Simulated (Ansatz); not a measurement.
The same path of AlCl3FH (6 atoms, charge 0, multiplicity 1) was run twice with different band settings. Lost on the way: Cl5–H6. Made: F2–H6.

These are results of RKS PBE0-D4/def2-SVP (Ansatz), not measurements.

Relaxed end points:

```xyz
6
Properties=species:S:1:pos:R:3
Al 0.015 -0.048 0.019
F 0.018 0.332 1.657
Cl 1.820 0.143 -1.008
Cl -1.807 0.081 -0.987
Cl 0.060 -2.416 0.883
H 0.054 -1.692 1.968
```

```xyz
6
Properties=species:S:1:pos:R:3
Al 0.022 -0.528 -0.155
F 0.025 -0.024 1.768
Cl 1.819 0.242 -0.885
Cl -1.809 0.180 -0.864
Cl 0.060 -2.540 0.598
H 0.042 -0.932 2.069
```

Common settings: movable images 5; climbing image yes; spring 5.0 eV/Å²; optimiser quadratic models (default); start path through a guess of the saddle point; iteration limit 60; end points relaxed.

| run | force threshold |
| --- | --- |
| 1 | 0.03 eV/Å |
| 2 | 0.5 eV/Å |

**Question.** What does each run give, and how far can it be trusted?

**Answer.** Run 1: converged after 8 iterations, highest image 0.104 eV above the first end. A vibrational analysis at the climbing image gives one clearly imaginary mode, 481i cm⁻¹: a first-order saddle point.
Run 2: converged after 4 iterations, highest image 0.111 eV above the first end. The threshold of 0.5 eV/Å is loose, so the images may lie well off the minimum-energy path. The order of the stationary point at the top wasn't checked.
The orbitals stay closed-shell, which can raise the energy where a bond breaks towards radicals; this wasn't checked here.
